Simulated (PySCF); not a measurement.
Nitrogen: a sound run and one with changed settings

Sound run: N+ [He] 2s2 2p2, N(2+) [He] 2s2 2p1. Computed with PySCF 2.14 in 6-31G* (3s2p1d, 14 functions), with no relativity, point nucleus. The sound run starts from symmetry-adapted Hartree-Fock orbitals and uses a fine grid where one is needed.

Changed run: radial step 0.8 in ln r (0.13 in the sound run). This setting is unsound on purpose.

```
species  method  sound run (hartree)  changed run (hartree)  converged
     N+     UHF            -53.87190              -53.87190        yes
     N+    TPSS            -54.05428              -54.07006        yes
     N+   M06-L            -54.03360              -53.98353        yes
  N(2+)     UHF            -52.79544              -52.79544        yes
  N(2+)    TPSS            -52.95451              -52.99372        yes
  N(2+)   M06-L            -52.93447              -52.95476        yes
```

Ionisation energy of N+:

```
method  sound run (eV)  changed run (eV)
   UHF          29.292            29.292
  TPSS          29.926            29.289
 M06-L          29.909            27.994
```

A coarse radial grid mis-integrates the density and the exchange-correlation energy, with errors of either sign; Hartree-Fock needs no grid.

For comparison, NIST gives 29.601 eV between the lowest levels.
